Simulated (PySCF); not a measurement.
**BiS⁻ at UHF**

Computed with UHF; basis Bi def2-SVPD with ECP60, S def2-SVPD; scalar-relativistic core potentials; PySCF 2.14.

| Item | Value |
| --- | --- |
| state | ³Σ⁻ (triplet), unpaired electrons π ↑↑ |
| bond length | 2.443 Å |
| harmonic wavenumber | 366 cm⁻¹ |
| force constant | 2.19 mdyn/Å |
| rotational constant Be | 0.1018 cm⁻¹ |
| bond order (Mayer) | 1.24 |
| dipole moment (positive dipole points towards S; it is taken about the centre of mass and depends on that origin) | -6.94 D |

These are scalar-relativistic numbers at best; spin–orbit coupling would shift them, the dissociation energy most. Hartree–Fock leaves out correlation, which carries a large part of most bond energies and some tenths to 1 eV of ionisation energies. The state is the lowest determinant that a PBE0 search found; another state may lie lower at other levels.
